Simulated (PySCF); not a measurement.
**Structure elucidation problem**

The spectra below were simulated for a compound C7H6F2.

¹H NMR (500 MHz, computed): δ 5.96 (br s, 1H), 5.50 (br s, 1H), 5.34 (m, 1H), 3.35 (d, 2H), 1.74 (t, 1H).

¹³C{¹H} NMR (computed): δ 169.6 (C), 140.9 (C), 124.0 (CH2), 91.1 (CH), 84.7 (C), 80.6 (CH), 26.0 (CH2).

Relativity neglected, in vacuum, one averaged value for each set of equivalent atoms, single conformer. Structure optimised with GFN2-xTB; GIAO PBE0/pcSseg-1 shieldings; PySCF.

References, each an isolated molecule treated in the same way: ¹H (σ = 31.72 ppm) and ¹³C (σ = 186.93 ppm) against TMS.

Task: Which of these isomers gave the spectra?
A. C=C(F)C(=C)C#CCF
B. Cc1ccc(F)c(F)c1
C. C#CCC(=C)C=C(F)F

Result: C. 

- Rings plus π bonds: 4 (no ring in the answer).
- 7 carbon signals for 7 carbons: no two carbons are equivalent.
- Carbon types of the structure: 3 × C, 2 × CH, 2 × CH2, which accounts for all hydrogens.
- δC 169.6, 140.9: fully substituted alkene carbon.
- δC 124.0: terminal =CH2 carbon; as expected for a trigonal carbon in a double bond.
- δC 91.1: alkene CH.
- δC 84.7: alkyne carbon; the triple bond shields along its axis, which puts it between sp3 and sp2 carbons.
- δC 80.6: terminal alkyne carbon; sp carbons lie upfield of alkene carbons because the cylindrical π system leaves one tensor component strongly shielded.

The others: C=C(F)C(=C)C#CCF has carbons computed at 171.5, 129.7, 129.2, 103.0, 95.7, 95.2, 74.0, with a different DEPT pattern; Cc1ccc(F)c(F)c1 would give 4 signals for carbon-bound and other non-exchanging H, not 5.

Splittings by ¹⁹F in the carbon and heteronuclear signals aren't shown, as no couplings were computed. Shifts are as computed. Against solution values, carbons near 30 ppm lie about +3 ppm off and those near 130 ppm about +5 ppm. Of 1309 compounds with measured shifts, 239 miss one by over three times the rms of a fit or turn the order of signals round; such compounds aren't used in these exercises. Multiplicities follow the n + 1 count of equivalent neighbours, as no J values were calculated; m marks all less simple cases, F and P coupling included.
